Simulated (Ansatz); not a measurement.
Harmonic frequencies (cm⁻¹) at PBE0-D4/def2-TZVP from Ansatz: 33, 142, 142, 572, 594, 594.

Question: Which molecule is it?
A. `[OH][Y]([Cl])[Cl]`
B. `[OH][Y]([OH])[Cl]`
C. `[NH2][Y]([F])[Cl]`
D. `[F][Y]([F])[F]`

Answer: D.
